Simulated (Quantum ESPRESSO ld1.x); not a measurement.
Results of a calculation; reference values are marked as such.
Q: The mean radii <r> (bohr) of the occupied orbitals of an atom or ion are listed with their occupations. Level of theory: Dirac Kohn-Sham, relativistic LDA (MacDonald-Vosko exchange, VWN5 correlation), spin-unpolarised, spherical densities, point nucleus (ld1.x of Quantum ESPRESSO 7.5).

| orbital | occ. | <r> |
|---|---|---|
| 1s1/2 | 2 | 0.02792 |
| 2s1/2 | 2 | 0.1197 |
| 2p1/2 | 2 | 0.1010 |
| 2p3/2 | 4 | 0.1065 |
| 3s1/2 | 2 | 0.3209 |
| 3p1/2 | 2 | 0.3106 |
| 3p3/2 | 4 | 0.3218 |
| 3d3/2 | 4 | 0.2913 |
| 3d5/2 | 6 | 0.2948 |
| 4s1/2 | 2 | 0.7074 |
| 4p1/2 | 2 | 0.7223 |
| 4p3/2 | 4 | 0.7413 |

Name the element and its charge. Open shells, if any, are shared by 2j + 1.

A: Z = 52, tellurium, charge +16: Te16+ in [Kr]. The 1s radius gives Z: for a bare nucleus <r> = (2 gamma + 1)/(2Z) with gamma = sqrt(1 - (Z/c)^2), 0.02741 bohr for Z = 52, and screening makes it slightly larger (0.02792 here). The occupations add up to 36, and the charge is Z minus that.
